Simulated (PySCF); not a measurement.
PySCF 2.14 output of an unrestricted B3LYP calculation on a single atom or ion in cc-pVDZ-DK (4s3p1d, 18 functions), with the spin-free X2C one-electron Hamiltonian (Gaussian nucleus):

```
SCF conv_tol = 1e-09
number electrons alpha = 9  beta = 6
    P. J. Stephens, F. J. Devlin, C. F. Chabalowski, and M. J. Frisch.,  J. Phys. Chem. 98, 11623 (1994)
cycle= 1 E= -460.217246258311  delta_E= -0.00166  |g|= 0.00372  |ddm|= 0.185
cycle= 2 E= -460.217249920571  delta_E= -3.66e-06  |g|= 0.000322  |ddm|= 0.0121
cycle= 3 E= -460.217249980332  delta_E= -5.98e-08  |g|= 7.3e-05  |ddm|= 0.00224
cycle= 4 E= -460.217249982623  delta_E= -2.29e-09  |g|= 2.5e-06  |ddm|= 0.000315
cycle= 5 E= -460.217249982627  delta_E= -3.47e-12  |g|= 1.25e-08  |ddm|= 1.97e-05
converged SCF energy = -460.217249982627  <S^2> = 3.7504123  2S+1 = 4.0002061
```

The run itself started from symmetry-adapted Hartree-Fock orbitals and held the occupation by maximum overlap, on a logarithmic radial grid, so the iterations belong to that start.

Task: Which element, charge and spin multiplicity is this?

Result: Cl(2+) (chlorine, charge +2), multiplicity 4; the state was [Ne] 3s2 3p3, high-spin 4S determinant.
